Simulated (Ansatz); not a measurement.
`C[O][Sb]([CH3])[O]C` → 3 C• + 9 H• + 2 O• + Sb•  (atomization)

Calculated with Ansatz (gas phase, PBE0-D4/def2-TZVP geometries, no zero-point term in ΔE). CCSD(T)/CBS adds triple-zeta CCSD(T) − MP2 to the extrapolated MP2 energy (def2 sets, frozen cores). This one scheme is used for every species, atoms too. Functionals use def2-TZVPP. B3LYP here is the variant with VWN-RPA as its local correlation; programs differ in this. Open shells (•) are unrestricted, without spin–orbit coupling. Spin–orbit coupling would lower the free atoms: a little for C, O. def2 core potentials past Kr. Bonds to Sb are less sure, by a few kJ/mol each and by 10 to 20 or more in all where they break to atoms, as the def2 sets lack core-valence functions. One conformer a species, not always the lowest.

```json
{"level": "PBE-D4", "ΔE (kJ/mol)": "5586.6", "difference from CCSD(T)/CBS": "101.7"}
{"level": "r2SCAN-D4", "ΔE (kJ/mol)": "5467.8", "difference from CCSD(T)/CBS": "-17.1"}
{"level": "PBE0-D4", "ΔE (kJ/mol)": "5455.3", "difference from CCSD(T)/CBS": "-29.6"}
{"level": "B3LYP-D4", "ΔE (kJ/mol)": "5477.8", "difference from CCSD(T)/CBS": "-7.1"}
{"level": "ωB97X-V", "ΔE (kJ/mol)": "5488.0", "difference from CCSD(T)/CBS": "3.1"}
{"level": "ωB97M-V", "ΔE (kJ/mol)": "5469.5", "difference from CCSD(T)/CBS": "-15.4"}
{"level": "B2PLYP", "ΔE (kJ/mol)": "5405.3", "difference from CCSD(T)/CBS": "-79.6"}
{"level": "PBE", "ΔE (kJ/mol)": "5552.3", "difference from CCSD(T)/CBS": "67.4"}
{"level": "r2SCAN", "ΔE (kJ/mol)": "5459.0", "difference from CCSD(T)/CBS": "-25.9"}
{"level": "PBE0", "ΔE (kJ/mol)": "5426.0", "difference from CCSD(T)/CBS": "-58.9"}
{"level": "B3LYP", "ΔE (kJ/mol)": "5422.8", "difference from CCSD(T)/CBS": "-62.1"}
{"level": "HF/def2-TZVPP", "ΔE (kJ/mol)": "3829.2", "difference from CCSD(T)/CBS": "-1655.7"}
{"level": "MP2/def2-TZVPP", "ΔE (kJ/mol)": "5388.4", "difference from CCSD(T)/CBS": "-96.5"}
{"level": "SCS-MP2/def2-TZVPP", "ΔE (kJ/mol)": "5374.3", "difference from CCSD(T)/CBS": "-110.6"}
{"level": "CCSD/def2-TZVPP", "ΔE (kJ/mol)": "5232.6", "difference from CCSD(T)/CBS": "-252.3"}
{"level": "CCSD(T)/def2-TZVPP", "ΔE (kJ/mol)": "5322.3", "difference from CCSD(T)/CBS": "-162.6"}
{"level": "HF/def2-QZVPP", "ΔE (kJ/mol)": "3842.9", "difference from CCSD(T)/CBS": "-1642.0"}
{"level": "MP2/def2-QZVPP", "ΔE (kJ/mol)": "5486.5", "difference from CCSD(T)/CBS": "1.6"}
{"level": "SCS-MP2/def2-QZVPP", "ΔE (kJ/mol)": "5482.8", "difference from CCSD(T)/CBS": "-2.1"}
{"level": "HF/CBS(def2)", "ΔE (kJ/mol)": "3845.0", "difference from CCSD(T)/CBS": "-1639.9"}
{"level": "MP2/CBS(def2)", "ΔE (kJ/mol)": "5551.1", "difference from CCSD(T)/CBS": "66.2"}
{"level": "CCSD/CBS(def2)", "ΔE (kJ/mol)": "5395.3", "difference from CCSD(T)/CBS": "-89.6"}
{"level": "CCSD(T)/CBS", "ΔE (kJ/mol)": "5484.9", "difference from CCSD(T)/CBS": "0"}
```

Largest T1 diagnostic among the species: 0.014.

In def2-TZVPP, CCSD(T) changes the Hartree–Fock value by +1493.1 kJ/mol (the triples alone add +89.6 kJ/mol) and MP2 by +1559.3 kJ/mol; breaking electron pairs costs correlation energy, which Hartree–Fock lacks. The D4 term adds +55.0 kJ/mol with B3LYP and +29.3 kJ/mol with PBE0; it sums over pairs of atoms, weighted by their polarisabilities, and B3LYP, whose exchange is more repulsive, gets the larger term.

For atomizations the MP2-based limit and the directly extrapolated one differ by several kJ/mol either way, and by 10 to 25 for some Ge, Se and Sn compounds, so smaller differences from it don't rank the levels.
